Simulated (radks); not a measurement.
Q: The table gives one normalised radial function P(r) = r R(r) of Sb in [Kr] 4d10 5s2 5p3 (r in bohr). Method: scalar-relativistic Kohn-Sham, Wu-Cohen GGA, spin-polarised, spherical densities, finite nucleus; open shells are filled with parallel spins first (spin-orbit coupling, left out, can overturn this in heavy ions); Fermi nuclear charge, rms radius 4.6802 fm; computed with a radial shooting solver on a logarithmic mesh with Libxc functionals.

r,P
0.004252,0.0638
0.005717,0.0770
0.007625,0.0897
0.01025,0.1000
0.01378,0.1033
0.01838,0.0944
0.02471,0.0663
0.03323,0.0144
0.04432,-0.0560
0.05958,-0.1304
0.08011,-0.1688
0.1068,-0.1274
0.1436,0.0122
0.1916,0.1821
0.2576,0.2485
0.3463,0.0876
0.4619,-0.2129
0.621,-0.3853
0.8349,-0.1849
1.114,0.2724
1.497,0.6740
2.013,0.7644
2.685,0.5793
3.61,0.3043
4.814,0.1133
6.473,0.0260
8.703,0.0034

Which n and l does it have? It may be an empty orbital.

A: n = 5, l = 0: the number of nodes gives n - l - 1 = 4, the rise at small r (about r^(l+1), flatter next to the nucleus through relativity) gives l, and the extent must fit the shell. The curve is that of 5s down; the table hardly tells the two spins apart. 5s down: eigenvalue -11.654 eV, 4 radial nodes at r = 0.0354, 0.141, 0.378, 0.947 bohr, <r> = 2.20 bohr, 90 % of the charge inside 3.26 bohr.
